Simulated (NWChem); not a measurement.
# Ionisation of HBN

```
B
N 1 1.3082
H 1 1.1834 2 180.00
```
Charge 0, spin multiplicity 2.

Everything below was run with NWChem. The geometry was optimised at UB3LYP/def2-SVP, a minimum by its harmonic frequencies.

Basis set: def2-TZVP. −ε marks an orbital energy of the parent.

B3LYP has NWChem's definition, with VWN1-RPA local correlation. The structure started from a generated list of species. The unpaired electrons of the parent sit in orbitals of symmetry b2 (C2v labels of the run); other states weren't searched. No SCF solution was tested for a lower state. Open-shell Hartree-Fock references start from PBE0 orbitals.

Q: One of these methods gave a first vertical ionisation energy of 11.18 eV. Which?
(A) −ε(beta HOMO) of PBE
(B) −ε(beta HOMO) of CAM-B3LYP
(C) −ε(beta HOMO) of HF
(D) G0W0@HF

A: D, G0W0@HF. The others give 7.20 (−ε(beta HOMO) of PBE), 9.87 (−ε(beta HOMO) of CAM-B3LYP), 10.86 (−ε(beta HOMO) of HF).
